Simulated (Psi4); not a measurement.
Cl₂Sn, charge -1, doublet, at a GFN2-xTB geometry (such geometries of metal compounds can be far from the true shape) (a state made from the parent by changing its charge; the spin is typed, not shown lowest) (core potentials on Sn) (a gas-phase anion, which may not be bound at this level), with bond 2-1 at 1.6 times its length. Base run: Psi4 1.11 with SVWN/def2-SV(P).

Geometry (Å):
```xyz
3

Sn     0.0108    -0.0102     0.6391
Cl     1.9652     2.5004    -1.8813
Cl    -1.2640    -1.5288    -0.9436
```
Charge -1, spin multiplicity 2.
Orbitals are unrestricted.
All else is at Psi4's defaults (density fitting).
Base energy -1132.33508 Eh.

The base run was repeated with changes; each row names its change, and settings that it needs were set with it.

```tsv
change	ΔE vs base (mEh)	SCF cycles	grid points	basis functions	outcome
base	0.000	14	63324	62	converged
dft_spherical_points = 974	0.023	14	203229	62	converged
puream = false	-19.870	13	63324	66	converged
scf_type = direct	0.042	18	63324	62	converged
dft_pruning_scheme = robust	0.000	14	49888	62	converged
cholesky_tolerance = 1e-3 (with scf_type cd)	-5.921	13	63324	62	converged
d_convergence = 1e-4	0.000	12	63324	62	converged
damping_percentage = 20	0.000	21	63324	62	converged
d_convergence = 1e-10	0.000	22	63324	62	converged
df_basis_scf = cc-pvtz-jkfit	-	-	-	62	input refused
df_basis_scf = cc-pvqz-jkfit	-	-	-	62	input refused
guess = sap	0.000	20	63324	62	converged
diis_max_vecs = 15	0.000	13	63324	62	converged
```

Open shells are given as the SCF converged; they aren't shown to be the lowest states, and a large step between rows can be another state.

A gas-phase anion may not be bound at this level; its values then depend on the basis.

- df_basis_scf = cc-pvtz-jkfit: ended with `psi4.driver.qcdb.exceptions.BasisSetNotFound: BasisSet::construct: Unable to find a basis set for atom 1 for key JKFIT among:`
- df_basis_scf = cc-pvqz-jkfit: ended with `psi4.driver.qcdb.exceptions.BasisSetNotFound: BasisSet::construct: Unable to find a basis set for atom 1 for key JKFIT among:`
